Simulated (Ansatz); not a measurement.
Total energies of the cluster Be₄⁺ (the lowest doublet isomer of a short search) from Ansatz at PBE0/def2-TZVP, gas phase (1 Eh = 27.2114 eV = 2625.5 kJ/mol). The reference geometry is relaxed at PBE/def2-TZVP.

```xyz
4

Be   -0.911   -1.212    0.003
Be   -1.213    0.911   -0.010
Be    1.213   -0.911    0.009
Be    0.911    1.212   -0.002
```

| state | geometry | energy (Eh) |
| --- | --- | --- |
| charge 1 doublet | reference | -58.42164 |
| charge 0 triplet | reference | -58.65527 |
| charge 1 quartet | relaxed at PBE/def2-TZVP | -58.40735 |

Question: Work out the vertical electron affinity, to the triplet.

Answer: E(charge 1 doublet) − E(charge 0 triplet) = -58.42164 − (-58.65527) = 0.23363 Eh = 6.36 eV.

Question: Which of the charge 1 states is lowest, and how far above it are the others?

Answer: The doublet. quartet: -58.40735 − (-58.42164) = 0.01429 Eh = 37.5 kJ/mol. The quartet differs in its bonds from the reference.

The structure comes from a short search, and lower isomers may exist.
